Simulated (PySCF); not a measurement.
ClH2MoNS2, SMILES [Mo]([SH])(=[NH])(=[S])[Cl], multiplicity 1.

Geometry: PBE0-D3(BJ)/def2-SVP. The spin state was assumed, not searched. The structure was generated by enumeration; whether it is a known compound was not checked. The def2 effective core potentials stand for the cores of Mo; spin–orbit coupling is left out. One conformer was computed; it need not be the lowest.

Two levels are set side by side: TDDFT-PBE/def2-SVPD (PySCF) and TDDFT-CAM-B3LYP/def2-SVPD (PySCF). Vertical, same geometry. The lowest singlet is HOMO→LUMO 76 %, HOMO−1→LUMO 14 % with PBE and HOMO−1→LUMO+1 69 %, HOMO−1→LUMO 15 % with the other functional; states are paired by order. Differences are taken from unrounded values.

| quantity | TDDFT-CAM-B3LYP |
|---|---|
| lowest singlet excitation (eV) | 3.08 |
| lowest triplet excitation (TDA) (eV) | 2.68 |

### Question
What does TDDFT-PBE give, and how far is it from TDDFT-CAM-B3LYP? (Estimate from the structure and the level; the computed values follow.)

### Answer

```tsv
quantity	TDDFT-PBE	TDDFT-PBE minus TDDFT-CAM-B3LYP
lowest singlet excitation (eV)	3.01	-0.07
lowest triplet excitation (TDA) (eV)	2.62	-0.06
```

Rough cost on one machine, each run with all the roots and properties that it gave: TDDFT-CAM-B3LYP against TDDFT-PBE about 8 times.
